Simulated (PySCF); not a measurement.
C2H6OZn, charge -1, doublet, geometry from GFN2-xTB (such geometries of metal compounds can be far from the true shape) (a state made from the parent by changing its charge; the spin is typed, not shown lowest) (in this run its highest filled SCF level lies above zero, so its values depend strongly on the basis, on diffuse functions most of all). Base run: PBE0/6-31G run with PySCF.

The PySCF input:
```python
from pyscf import gto, scf, dft, solvent

mol = gto.M(
    atom='''
Zn    0.726437    0.442213    0.086821
C    -0.388138   -1.228025   -1.171919
C    -1.876440   -0.931604   -1.243829
H    -0.242832   -2.180588   -0.643062
H    -0.003578   -1.382644   -2.194189
H    -2.066228   -0.025364   -1.826130
H    -2.276713   -0.773585   -0.243093
H    -2.468676   -1.743422   -1.711321
O    -0.151809    0.580677    1.974530
H     0.066855    1.151561    2.711398
''',
    basis='6-31g',
    charge=-1,
    spin=1,
    verbose=4,
)

mf = dft.UKS(mol)
mf.xc = 'pbe0'
mf.kernel()
```

The base run was repeated with changes; each row names its change, and settings that it needs were set with it.

```json
[
 {"change": "base", "ΔE vs base (kJ/mol)": "0.00"},
 {"change": "model = IEF-PCM; solvent = tetrahydrofuran; lebedev_order = 11", "ΔE vs base (kJ/mol)": "-196.0"},
 {"change": "model = SS(V)PE; solvent = tetrahydrofuran", "ΔE vs base (kJ/mol)": "-188.3"},
 {"change": "model = IEF-PCM; solvent = tetrahydrofuran; vdw_scale = 1.1", "ΔE vs base (kJ/mol)": "-211.7"},
 {"change": "model = IEF-PCM; solvent = water", "ΔE vs base (kJ/mol)": "-232.1"},
 {"change": "model = IEF-PCM; solvent = tetrahydrofuran; r_probe = 0.5", "ΔE vs base (kJ/mol)": "-181.1"},
 {"change": "model = IEF-PCM; solvent = tetrahydrofuran", "ΔE vs base (kJ/mol)": "-199.3"},
 {"change": "model = IEF-PCM; solvent = chloroform", "ΔE vs base (kJ/mol)": "-179.4"},
 {"change": "model = IEF-PCM; solvent = tetrahydrofuran; vdw_scale = 1.4", "ΔE vs base (kJ/mol)": "-186.9"},
 {"change": "model = COSMO; solvent = tetrahydrofuran", "ΔE vs base (kJ/mol)": "-189.4"},
 {"change": "model = C-PCM; solvent = tetrahydrofuran", "ΔE vs base (kJ/mol)": "-202.6"},
 {"change": "model = IEF-PCM; solvent = tetrahydrofuran; lebedev_order = 41", "ΔE vs base (kJ/mol)": "-199.6"}
]
```

The base is the gas phase, so ΔE is the electrostatic part of solvation at a fixed geometry, without cavity and dispersion terms.

Open shells are given as the SCF converged; they aren't shown to be the lowest states, and a large step between rows can be another state.

The gas-phase anion may not be bound at this level, which the solvent then changes.
